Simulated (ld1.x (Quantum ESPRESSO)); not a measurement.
## An all-electron radial function and its pseudo partner (bismuth)

Columns: radius, all-electron u(r) and pseudo u(r) of the 6p shell (level -7.91 eV) of bismuth in the configuration [Xe] 4f14 5d10 6s2 6p2.5; PBEsol, scalar-relativistic, TM scheme, ld1.x (Quantum ESPRESSO) 7.5.

```json
{"r (bohr)": "0.090", "all-electron": "-0.0801", "pseudo": "0.0069"}
{"r (bohr)": "0.180", "all-electron": "-0.0424", "pseudo": "0.0266"}
{"r (bohr)": "0.270", "all-electron": "0.1656", "pseudo": "0.0556"}
{"r (bohr)": "0.360", "all-electron": "0.1664", "pseudo": "0.0891"}
{"r (bohr)": "0.450", "all-electron": "0.0245", "pseudo": "0.1217"}
{"r (bohr)": "0.540", "all-electron": "-0.1366", "pseudo": "0.1491"}
{"r (bohr)": "0.630", "all-electron": "-0.2508", "pseudo": "0.1690"}
{"r (bohr)": "0.720", "all-electron": "-0.3007", "pseudo": "0.1813"}
{"r (bohr)": "0.810", "all-electron": "-0.2926", "pseudo": "0.1881"}
{"r (bohr)": "0.900", "all-electron": "-0.2412", "pseudo": "0.1924"}
{"r (bohr)": "0.990", "all-electron": "-0.1621", "pseudo": "0.1978"}
{"r (bohr)": "1.080", "all-electron": "-0.0683", "pseudo": "0.2072"}
{"r (bohr)": "1.170", "all-electron": "0.0306", "pseudo": "0.2234"}
{"r (bohr)": "1.260", "all-electron": "0.1279", "pseudo": "0.2487"}
{"r (bohr)": "1.350", "all-electron": "0.2195", "pseudo": "0.2846"}
{"r (bohr)": "1.440", "all-electron": "0.3029", "pseudo": "0.3311"}
{"r (bohr)": "1.530", "all-electron": "0.3769", "pseudo": "0.3854"}
{"r (bohr)": "1.620", "all-electron": "0.4411", "pseudo": "0.4424"}
{"r (bohr)": "1.710", "all-electron": "0.4956", "pseudo": "0.4956"}
{"r (bohr)": "1.800", "all-electron": "0.5409", "pseudo": "0.5409"}
{"r (bohr)": "1.890", "all-electron": "0.5778", "pseudo": "0.5778"}
{"r (bohr)": "1.980", "all-electron": "0.6068", "pseudo": "0.6068"}
{"r (bohr)": "2.070", "all-electron": "0.6288", "pseudo": "0.6288"}
{"r (bohr)": "2.160", "all-electron": "0.6445", "pseudo": "0.6445"}
{"r (bohr)": "2.250", "all-electron": "0.6546", "pseudo": "0.6546"}
{"r (bohr)": "2.340", "all-electron": "0.6599", "pseudo": "0.6599"}
```

Problem. How many radial nodes do the two functions have?

Solution. The all-electron 6p function has n − l − 1 = 4 (the table is too coarse to show those close to the nucleus); the pseudo-wave has 0, since the states of the same l below it are removed with the core.

Problem. At about which radius was the pseudo-wave matched?

Solution. 1.80 bohr, where the columns begin to agree (steps of 0.09 bohr).

Problem. Is the pseudo-wave norm-conserving?

Solution. Yes: the TM scheme keeps the norm inside the radius equal to the all-electron one, which fixes the energy derivative of the logarithmic derivative at the level.
